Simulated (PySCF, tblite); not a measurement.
Species: C₅H₁₀OP₂.
SMILES with atom numbers: `[O:1]=[C:2]1[CH2:3][CH2:4][P:5]([PH2:6])[CH2:7][CH2:8]1` (hydrogens: H9, H10 on C3; H11, H12 on C4; H13, H14 on P6; H15, H16 on C7; H17, H18 on C8)

Geometry (GFN2-xTB, Å), atoms numbered from 1 in this order:
```
atom  x, y, z in Å
O1    -2.8408   -0.5338   -0.1099
C2    -1.6730   -0.2897   -0.2761
C3    -1.1209    1.1163   -0.2613
C4    -0.1434    1.3224    0.8993
P5     1.3213    0.1765    0.9158
P6     2.0501    0.5018   -1.1115
C7     0.3746   -1.4023    0.6492
C8    -0.6364   -1.3654   -0.4999
H9    -1.9512    1.8201   -0.1654
H10   -0.6058    1.3024   -1.2087
H11    0.2353    2.3491    0.8864
H12   -0.6616    1.1778    1.8522
H13    2.8491    1.5667   -0.7038
H14    3.0869   -0.4111   -0.9329
H15    1.0985   -2.2047    0.4784
H16   -0.1395   -1.6212    1.5901
H17   -0.1119   -1.1660   -1.4399
H18   -1.1398   -2.3325   -0.5735
```

Theory: PBE0/pcSseg-1 in PySCF (dipole) on a GFN2-xTB geometry, gas phase.

Masses are those of the commonest isotopes; rigid-rotor values at the optimised geometry. The values belong to one conformer with, in the numbering `[O:1]=[C:2]1[CH2:3][CH2:4][P:5]([PH2:6])[CH2:7][CH2:8]1`, C4–P5–P6–H 89° and -179°, O1–C2–C3–C4 116°, C2–C3–C4–P5 58°, C3–C4–P5–P6 53°, C4–P5–C7–C8 49°.

(1) Give the principal moments of inertia and the rotational constants in GHz.

(2) Classify the top.

(3) What does the inertial defect say?

(4) Give the other two planar moments, Paa and Pbb, and the rms extents of the mass along the axes.

(5) Predict some low-J microwave lines.

## Answers

(1) Ia = 209.64, Ib = 496.87, Ic = 516.47 u·Å²; 505379 MHz·u·Å²/I gives 2411, 1017 and 978.5 MHz, that is A = 2.4107, B = 1.0171, C = 0.9785 GHz.

(2) A near-prolate asymmetric top; Ray's κ = -0.946.

(3) Not planar: Δ = Ic − Ia − Ib = -190.05 u·Å². For a rigid frame Δ = −2 Σ m c², so Σ m c² = 95.02 u·Å² lies off the ab plane: 11.80 from hydrogen and 83.23 from heavier atoms. The atom farthest from that plane is 1.73 Å away.

(4) Paa = Σ m a² = (Ib + Ic − Ia)/2 = 401.85 and Pbb = Σ m b² = (Ia + Ic − Ib)/2 = 114.62 u·Å². With the mass M = 148.02 u, the rms extents √(P/M) along a, b and c are 1.65, 0.88, 0.80 Å.

(5) The dipole components are |μa| = 2.39 D, |μb| = 0.04 D, |μc| = 0.05 D. Intensities carry the squares of the components, which stand as 1.00 : 0.00 : 0.00 (a : b : c). Some lines, for components of 0.1 D or more:

| type | branch | J(Ka,Kc) | MHz | lower level (cm⁻¹) |
| --- | --- | --- | --- | --- |
| a | R | 1(0,1) ← 0(0,0) | 1996 | 0.000 |
| a | R | 2(1,2) ← 1(1,1) | 3953 | 0.113 |
| a | R | 2(0,2) ← 1(0,1) | 3991 | 0.067 |
| a | R | 2(1,1) ← 1(1,0) | 4030 | 0.114 |
| a | R | 3(1,3) ← 2(1,2) | 5929 | 0.245 |
| a | R | 3(0,3) ← 2(0,2) | 5984 | 0.200 |
| a | R | 3(2,2) ← 2(2,1) | 5987 | 0.388 |
| a | R | 3(2,1) ← 2(2,0) | 5990 | 0.388 |
| a | R | 3(1,2) ← 2(1,1) | 6044 | 0.249 |

Its GFN2-xTB frequencies are all real (lowest 64 cm⁻¹). Constants of a rigid frame at the computed geometry: no zero-point averaging, no centrifugal distortion.
